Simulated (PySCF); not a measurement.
Mo(O)2(NH2)(Me) (CH5MoNO2), SMILES [NH2][Mo](=[O])([CH3])=[O], multiplicity 1. Geometry optimised at B3LYP-D3(BJ)/def2-SVP. The spin state was assumed, not searched. The structure was generated by enumeration; whether it is a known compound was not checked. The def2 effective core potentials stand for the cores of Mo; spin–orbit coupling is left out. Other conformers were not sampled.

All values below come from PySCF with B3LYP-D3(BJ)/def2-SVP.

Harmonic wavenumbers (cm⁻¹): 164, 182, 197, 218, 230, 316, 407, 536, 574, 641, 653, 679, 730, 1020, 1036, 1197, 1404, 1409, 1507, 3023, 3130, 3132, 3524, 3619. Rotational constants (GHz): 3.538, 3.207, 3.039; symmetry number 1.

Question: Work out the zero-point energy and the ideal-gas rigid-rotor harmonic-oscillator thermochemistry at 298.15 K and 1 atm.

Answer: ZPE = ½ Σ hcν = ½ × 29529 cm⁻¹ = 42.21 kcal/mol. H − E(el) = 47.40 kcal/mol. Entropy in cal/(mol K): translation 41.10, rotation 26.64, vibration 15.77, total 83.51. G − E(el) = 22.51 kcal/mol. Cp = 27.20 cal/(mol K).
